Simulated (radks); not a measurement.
Species: the erbium ion Er+. Configuration: [Xe] 4f12 6s1. Method: scalar-relativistic Kohn-Sham, r2SCAN, spin-polarised, spherical densities, finite nucleus; open shells are filled with parallel spins first (spin-orbit coupling, left out, can overturn this in heavy ions); meta-GGA in the generalised Kohn-Sham scheme; Fermi nuclear charge, rms radius 5.2516 fm; computed with a radial shooting solver on a logarithmic mesh with Libxc functionals.

Normalised radial functions P(r) = r R(r), r in bohr:

| r | 5p up | 4f up | 6s down |
|---|---|---|---|
| 0.002966 | 0.0072 | 0.0000 | 0.0322 |
| 0.003453 | 0.0093 | 0.0000 | 0.0354 |
| 0.004052 | 0.0122 | 0.0000 | 0.0387 |
| 0.004717 | 0.0156 | 0.0000 | 0.0417 |
| 0.005491 | 0.0201 | 0.0000 | 0.0445 |
| 0.006444 | 0.0260 | 0.0000 | 0.0470 |
| 0.007502 | 0.0331 | 0.0000 | 0.0487 |
| 0.008734 | 0.0419 | 0.0000 | 0.0494 |
| 0.01025 | 0.0534 | 0.0000 | 0.0487 |
| 0.01193 | 0.0667 | 0.0001 | 0.0462 |
| 0.01389 | 0.0825 | 0.0001 | 0.0416 |
| 0.0163 | 0.1020 | 0.0003 | 0.0340 |
| 0.01898 | 0.1229 | 0.0005 | 0.0238 |
| 0.02209 | 0.1456 | 0.0008 | 0.0107 |
| 0.02592 | 0.1702 | 0.0014 | -0.0059 |
| 0.03018 | 0.1922 | 0.0024 | -0.0238 |
| 0.03513 | 0.2099 | 0.0041 | -0.0422 |
| 0.04123 | 0.2198 | 0.0071 | -0.0600 |
| 0.048 | 0.2161 | 0.0116 | -0.0727 |
| 0.05588 | 0.1949 | 0.0189 | -0.0780 |
| 0.06557 | 0.1490 | 0.0310 | -0.0723 |
| 0.07634 | 0.0812 | 0.0487 | -0.0542 |
| 0.08887 | -0.0077 | 0.0749 | -0.0235 |
| 0.1043 | -0.1150 | 0.1152 | 0.0189 |
| 0.1214 | -0.2140 | 0.1689 | 0.0617 |
| 0.1413 | -0.2886 | 0.2411 | 0.0967 |
| 0.1659 | -0.3149 | 0.3391 | 0.1125 |
| 0.1931 | -0.2706 | 0.4531 | 0.0981 |
| 0.2248 | -0.1528 | 0.5840 | 0.0526 |
| 0.2638 | 0.0340 | 0.7319 | -0.0207 |
| 0.3071 | 0.2326 | 0.8702 | -0.0955 |
| 0.3575 | 0.3975 | 0.9916 | -0.1504 |
| 0.4195 | 0.4745 | 1.0845 | -0.1619 |
| 0.4884 | 0.4182 | 1.1254 | -0.1172 |
| 0.5686 | 0.2334 | 1.1144 | -0.0251 |
| 0.6673 | -0.0615 | 1.0515 | 0.0966 |
| 0.7768 | -0.3754 | 0.9544 | 0.2013 |
| 0.9043 | -0.6575 | 0.8345 | 0.2635 |
| 1.061 | -0.8629 | 0.6983 | 0.2596 |
| 1.235 | -0.9424 | 0.5706 | 0.1850 |
| 1.438 | -0.9106 | 0.4520 | 0.0531 |
| 1.688 | -0.7839 | 0.3421 | -0.1209 |
| 1.965 | -0.6149 | 0.2545 | -0.2871 |
| 2.287 | -0.4377 | 0.1835 | -0.4272 |
| 2.684 | -0.2743 | 0.1253 | -0.5303 |
| 3.125 | -0.1580 | 0.0838 | -0.5752 |
| 3.638 | -0.0834 | 0.0545 | -0.5618 |
| 4.269 | -0.0384 | 0.0336 | -0.4939 |
| 4.97 | -0.0152 | 0.0195 | -0.3973 |
| 5.786 | -0.0049 | 0.0103 | -0.2883 |
| 6.79 | -0.0012 | 0.0046 | -0.1844 |
| 7.904 | -0.0002 | 0.0018 | -0.1113 |
| 9.202 | 0.0000 | 0.0006 | -0.0559 |
| 10.8 | 0.0000 | 0.0002 | -0.0210 |
| 12.57 | 0.0000 | 0.0000 | -0.0068 |

5p up: eigenvalue -34.240 eV, 3 radial nodes at r = 0.0878, 0.257, 0.647 bohr, <r> = 1.49 bohr, 90 % of the charge inside 2.19 bohr. 4f up: eigenvalue -10.477 eV, 0 radial nodes, <r> = 0.815 bohr, 90 % of the charge inside 1.42 bohr. 6s down (empty): eigenvalue -7.820 eV, 5 radial nodes at r = 0.0246, 0.0974, 0.253, 0.588, 1.51 bohr, <r> = 3.83 bohr, 90 % of the charge inside 5.68 bohr.
